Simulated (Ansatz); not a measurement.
Harmonic frequencies (cm⁻¹) at PBE0-D4/def2-TZVP from Ansatz: 248, 566, 640, 728, 884, 924, 967, 2278, 2290.

Task: Which molecule is it?
A. `F[SiH2]Cl`
B. `C=C[Si](Cl)(Cl)Cl`
C. `C=C[SiH](F)Br`
D. `O=C=N[SiH](N=C=O)N=C=O`

Result: A.
